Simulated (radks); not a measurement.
Values are calculated unless marked as measured or tabulated.
Question: The mean radii <r> (bohr) of the occupied orbitals of an atom or ion are listed with their occupations. Level of theory: scalar-relativistic Kohn-Sham, BLYP, spin-unpolarised, spherical densities, point nucleus (a radial shooting solver on a logarithmic mesh with Libxc functionals).

orbital  occ.     <r>
1s          2  0.2701
2s          2   1.362

Name the element and its charge.

Answer: Z = 6, carbon, charge +2: C2+ in [He] 2s2. The 1s radius gives Z: for a bare nucleus <r> = (2 gamma + 1)/(2Z) with gamma = sqrt(1 - (Z/c)^2), 0.2498 bohr for Z = 6, and screening makes it slightly larger (0.2701 here). The occupations add up to 4, and the charge is Z minus that.
